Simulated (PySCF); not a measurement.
Atomic charges against the basis set

Species: methyldichlorosilane, CH₄Cl₂Si.
Atom-mapped SMILES: `[CH3:1][SiH:2]([Cl:3])[Cl:4]` (hydrogens: H5, H6, H7 on C1; H8 on Si2)

PBE0 throughout (PySCF), one geometry, spherical d and f functions. Geometry: PBE0-D3(BJ)/def2-SVP; no solvent, vibrations or thermal averaging. Atoms taken as equivalent share a column and are averaged.

Mulliken charges (e):

| basis | functions | C1 | Si2 | Cl3/Cl4 | H5/H6/H7 | H8 |
| --- | --- | --- | --- | --- | --- | --- |
| STO-3G | 36 | -0.399 | +0.819 | -0.322 | +0.098 | -0.071 |
| 6-31G | 56 | -0.823 | +0.724 | -0.265 | +0.230 | -0.061 |
| pcSseg-0 | 56 | -1.185 | +1.027 | -0.355 | +0.288 | +0.003 |
| 6-31G* | 76 | -0.767 | +0.631 | -0.249 | +0.224 | -0.037 |
| def2-SVP | 88 | -0.356 | +0.640 | -0.257 | +0.094 | -0.053 |
| cc-pVDZ | 88 | -0.258 | +0.465 | -0.221 | +0.085 | -0.019 |
| pcSseg-1 | 109 | -0.624 | +0.817 | -0.318 | +0.164 | -0.048 |
| aug-cc-pVDZ | 140 | +0.399 | +0.823 | -0.417 | -0.203 | +0.222 |
| 6-311+G(2d,p) | 156 | -0.636 | +0.572 | -0.211 | +0.175 | -0.036 |
| def2-TZVP | 166 | -0.483 | +0.509 | -0.238 | +0.153 | -0.007 |
| cc-pVTZ | 188 | -0.376 | +0.480 | -0.221 | +0.119 | -0.019 |
| IGLO-III | 207 | -0.668 | +1.098 | -0.371 | +0.159 | -0.164 |

IAO charges (e):

```
        basis  functions      C1     Si2  Cl3/Cl4  H5/H6/H7      H8
       STO-3G         36  -0.649  +0.820   -0.274    +0.152  -0.080
        6-31G         56  -0.727  +0.804   -0.279    +0.183  -0.069
     pcSseg-0         56  -0.733  +0.810   -0.274    +0.181  -0.072
       6-31G*         76  -0.734  +0.949   -0.309    +0.172  -0.115
     def2-SVP         88  -0.725  +0.962   -0.305    +0.166  -0.126
      cc-pVDZ         88  -0.730  +0.954   -0.309    +0.170  -0.116
     pcSseg-1        109  -0.737  +0.969   -0.312    +0.171  -0.120
  aug-cc-pVDZ        140  -0.741  +0.962   -0.314    +0.174  -0.115
6-311+G(2d,p)        156  -0.753  +0.984   -0.316    +0.174  -0.122
    def2-TZVP        166  -0.757  +1.000   -0.319    +0.174  -0.128
      cc-pVTZ        188  -0.754  +0.990   -0.318    +0.175  -0.124
     IGLO-III        207  -0.755  +0.987   -0.314    +0.174  -0.126
```

Hirshfeld charges (e):

```
        basis  functions      C1     Si2  Cl3/Cl4  H5/H6/H7      H8
       STO-3G         36  -0.110  +0.601   -0.262    +0.028  -0.052
        6-31G         56  -0.187  +0.369   -0.153    +0.058  -0.053
     pcSseg-0         56  -0.194  +0.399   -0.149    +0.051  -0.062
       6-31G*         76  -0.187  +0.355   -0.141    +0.058  -0.060
     def2-SVP         88  -0.208  +0.361   -0.121    +0.054  -0.073
      cc-pVDZ         88  -0.201  +0.365   -0.130    +0.055  -0.068
     pcSseg-1        109  -0.210  +0.379   -0.132    +0.054  -0.067
  aug-cc-pVDZ        140  -0.220  +0.368   -0.125    +0.056  -0.066
6-311+G(2d,p)        156  -0.210  +0.359   -0.124    +0.054  -0.066
    def2-TZVP        166  -0.214  +0.357   -0.121    +0.055  -0.067
      cc-pVTZ        188  -0.213  +0.360   -0.125    +0.056  -0.066
     IGLO-III        207  -0.220  +0.352   -0.114    +0.054  -0.067
```

ESP-fitted charges (e):

| basis | functions | C1 | Si2 | Cl3/Cl4 | H5/H6/H7 | H8 |
| --- | --- | --- | --- | --- | --- | --- |
| STO-3G | 36 | -0.597 | +0.880 | -0.328 | +0.157 | -0.098 |
| 6-31G | 56 | -0.673 | +0.701 | -0.278 | +0.200 | -0.070 |
| pcSseg-0 | 56 | -0.783 | +0.891 | -0.310 | +0.212 | -0.123 |
| 6-31G* | 76 | -0.484 | +0.394 | -0.180 | +0.159 | -0.028 |
| def2-SVP | 88 | -0.401 | +0.342 | -0.151 | +0.132 | -0.035 |
| cc-pVDZ | 88 | -0.374 | +0.292 | -0.148 | +0.131 | -0.015 |
| pcSseg-1 | 109 | -0.474 | +0.429 | -0.182 | +0.150 | -0.041 |
| aug-cc-pVDZ | 140 | -0.459 | +0.269 | -0.137 | +0.156 | -0.004 |
| 6-311+G(2d,p) | 156 | -0.419 | +0.227 | -0.126 | +0.147 | +0.001 |
| def2-TZVP | 166 | -0.420 | +0.260 | -0.129 | +0.143 | -0.012 |
| cc-pVTZ | 188 | -0.431 | +0.279 | -0.136 | +0.146 | -0.015 |
| IGLO-III | 207 | -0.384 | +0.133 | -0.095 | +0.140 | +0.020 |

Some averages cover members that differ in this geometry, most widely: H5/H6/H7, Mulliken in aug-cc-pVDZ -0.222 to -0.169 e.

Which scheme is steadiest as the basis changes?

Largest range over the bases for any column: IAO 0.20 e, Hirshfeld 0.25 e, ESP-fitted 0.76 e, Mulliken 1.58 e. IAO charges move least and Mulliken charges most, counted in e. Without the minimal STO-3G basis the ranges are IAO 0.20, Hirshfeld 0.05, ESP-fitted 0.76, Mulliken 1.58 e.

How much do the charges still move between the two largest bases, cc-pVTZ and IGLO-III?

At most, over all atoms: Mulliken 0.618 e, IAO 0.004 e, Hirshfeld 0.011 e, ESP-fitted 0.146 e.

What do the same runs give for the total energy, the frontier levels and the dipole moment?

```csv
basis,energy (Eh),HOMO (eV),LUMO (eV),μ (D)
STO-3G,-1236.2494,-6.96,3.25,3.21
6-31G,-1249.8925,-9.02,-0.02,3.23
pcSseg-0,-1248.5374,-9.16,0.07,3.03
6-31G*,-1249.9847,-8.87,0.44,2.54
def2-SVP,-1249.6361,-8.74,0.83,2.12
cc-pVDZ,-1250.0511,-8.77,0.61,2.28
pcSseg-1,-1249.9913,-8.98,0.42,2.38
aug-cc-pVDZ,-1250.0610,-8.87,-0.13,2.18
"6-311+G(2d,p)",-1250.0945,-8.89,0.01,2.15
def2-TZVP,-1250.1033,-8.86,0.42,2.06
cc-pVTZ,-1250.1176,-8.85,0.44,2.12
IGLO-III,-1250.0906,-8.78,0.43,1.91
```

The dipole is fixed by the density alone, so its range of 1.32 D shows that the density itself changes with the basis, not only its division among atoms.
